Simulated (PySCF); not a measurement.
C4H7FSi, SMILES C[Si@H]1C=C[C@H]1F. Heavy atoms are numbered as in [CH3:1][Si@H:2]1[CH:3]=[CH:4][C@H:5]1[F:6]. Hydrogens are named by the atom that carries them.

Geometry optimised at TPSSh-D3(BJ)/def2-SVP. The structure was generated by enumeration; whether it is a known compound was not checked.

Computed with PBE/pcSseg-1 (PySCF).

GIAO shieldings, no solvent; atoms alike by connectivity are averaged. δ = σ(ref) − σ: ¹³C against TMS (σ = 182.0 ppm); ²⁹Si against TMS (σ = 335.4 ppm); ¹⁹F against CFCl3 (σ = 133.6 ppm); ¹H against TMS (σ = 31.49 ppm), references at their B3LYP-D3(BJ)/def2-TZVP geometries, non-relativistic.

Computed chemical shifts:
```tsv
nucleus	atoms	count	δ (ppm)
¹³C	C4 (CH)	1	169.2
¹³C	C3 (CH)	1	153.7
¹³C	C5 (CH)	1	96.1
¹³C	C1 (CH3)	1	-0.9
²⁹Si	Si2 (SiH)	1	-0.2
¹⁹F	F6	1	-249.3
¹H	H on C4	1	7.79
¹H	H on C3	1	7.02
¹H	H on Si2	1	5.85
¹H	H on C5	1	5.79
¹H	H on C1	3	0.87
```
